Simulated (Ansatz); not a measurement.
`N#C[Si](F)(F)C#N` + HCl → `N#C[Si](F)(F)Cl` + `C#N`  (ligand exchange at the Si–C bond)

Computed with Ansatz on PBE0-D4/def2-TZVP structures; ΔE is electronic, products minus reactants. CBS: MP2 limit from def2 TZ/QZ plus the TZ coupled-cluster correction, frozen cores. This one scheme is used for every species. DFT in def2-TZVPP. B3LYP here is the variant with VWN-RPA as its local correlation; programs differ in this. HSE06 is defined as in plane-wave codes.

| level | ΔE (kJ/mol) | difference from CCSD(T)/CBS |
| --- | --- | --- |
| LDA (SPW92) | -78.8 | -1.1 |
| PBE-D4 | -76.4 | 1.3 |
| r2SCAN-D4 | -80.3 | -2.6 |
| B97M-V | -78.5 | -0.8 |
| PBE0-D4 | -79.2 | -1.5 |
| B3LYP-D4 | -76.5 | 1.2 |
| r2SCANh-D4 | -81.2 | -3.5 |
| HSE06-D4 | -79.2 | -1.5 |
| BHLYP-D4 | -80.3 | -2.6 |
| CAM-B3LYP-D4 | -77.6 | 0.1 |
| ωB97X-V | -79.8 | -2.1 |
| ωB97M-V | -80.5 | -2.8 |
| B2PLYP | -76.0 | 1.7 |
| PBE-QIDH | -79.7 | -2.0 |
| PBE | -76.0 | 1.7 |
| revPBE | -74.4 | 3.3 |
| BLYP | -72.5 | 5.2 |
| r2SCAN | -80.5 | -2.8 |
| PBE0 | -79.0 | -1.3 |
| B3LYP | -75.5 | 2.2 |
| r2SCANh | -81.3 | -3.6 |
| r2SCAN0 | -82.6 | -4.9 |
| HSE06 | -78.9 | -1.2 |
| BHLYP | -79.2 | -1.5 |
| CAM-B3LYP | -77.3 | 0.4 |
| RPA@PBE/def2-TZVPP | -67.8 | 9.9 |
| HF/def2-SVP | -77.9 | -0.2 |
| MP2/def2-SVP | -73.4 | 4.3 |
| CCSD/def2-SVP | -73.4 | 4.3 |
| CCSD(T)/def2-SVP | -72.0 | 5.7 |
| HF/def2-TZVPP | -81.1 | -3.4 |
| MP2/def2-TZVPP | -76.0 | 1.7 |
| SCS-MP2/def2-TZVPP | -73.4 | 4.3 |
| CCSD/def2-TZVPP | -74.3 | 3.4 |
| CCSD(T)/def2-TZVPP | -73.5 | 4.2 |
| MP2/def2-QZVPP | -78.3 | -0.6 |
| SCS-MP2/def2-QZVPP | -75.8 | 1.9 |
| HF/CBS(def2) | -81.1 | -3.4 |
| MP2/CBS(def2) | -80.1 | -2.4 |
| CCSD/CBS(def2) | -78.4 | -0.7 |
| CCSD(T)/CBS | -77.7 | 0 |

Largest T1 diagnostic among the species: 0.014.

At CCSD(T), def2-SVP lies +5.7 kJ/mol from the extrapolated value and def2-TZVPP +4.2 kJ/mol. From BLYP to BHLYP (50 % exact exchange), in def2-TZVPP and without D4, ΔE moves by −6.7 kJ/mol.
